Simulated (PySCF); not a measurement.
Bond energies at CCSD(T)/def2-SVP beside a composite method

PySCF, lowest determinants of a PBE0 search. The composite is CCSD(T) extrapolated to the basis-set limit from two correlation-consistent sets, with core-valence (CV) and scalar-relativistic (SR) terms as its label shows; it has no spin–orbit coupling and nothing beyond (T).

| species | state (unpaired electrons) | De CCSD(T) (eV) | De composite (eV) | composite | dissociates to |
| --- | --- | --- | --- | --- | --- |
| GeCl⁺ | singlet (closed shell) | 4.28 | 4.62 | CCSD(T)/CBS(DT)+CV | Ge⁺ + Cl |
| ZnO | triplet (σ ↑, π ↑) | 0.92 | 1.24 | CCSD(T)/CBS(DT) | Zn + O |
| MgI | doublet (σ ↑) | 1.98 | 2.16 | CCSD(T)/CBS(DT) | Mg + I |
| AlCl⁺ | doublet (σ ↑) | 1.64 | 1.96 | CCSD(T)/CBS(TQ)+CV+SR | Al⁺ + Cl |
| BeBr | doublet (σ ↑) | 2.77 | 3.36 | CCSD(T)/CBS(TQ)+CV | Be + Br |
| GaI | singlet (closed shell) | 3.50 | 3.71 | CCSD(T)/CBS(DT) | Ga + I |
| CsNa | singlet (closed shell) | 0.54 | 0.60 | CCSD(T)/CBS(DT) | Cs + Na |
| TlI | singlet (closed shell) | 3.23 | 3.57 | CCSD(T)/CBS(DT)+CV | Tl + I |

Does CCSD(T) bind more or less than the composite, by how much on average, and where is the difference largest?

CCSD(T)/def2-SVP binds less on average, method and basis taken together: the mean signed difference is -0.29 eV and the mean absolute one 0.29 eV; it is largest for BeBr (-0.59 eV).

The molecules are drawn from runs that passed checks on state, spin purity and fit, so the hardest cases are missing and the errors look smaller than over all diatomics.

Correlated steps freeze the inner cores (1 to 24 orbitals); shallow outer-core shells are correlated. UHF and ROHF references stand side by side, which adds small steps between rows. Correlated levels converge slowly with the basis: in double zeta they bind strong bonds too weakly, by up to about 1 eV, and carry superposition errors of some tenths. Spin–orbit coupling is left out, which matters for elements this heavy, above all for dissociation energies. For an ion De counts to the pair picked by the measured ionisation energies or electron affinities, which need not be the lowest pair at this level. Where the molecule has an RHF reference, its open-shell atoms are computed with UHF. States were picked by a PBE0 search and need not be the measured ground states.
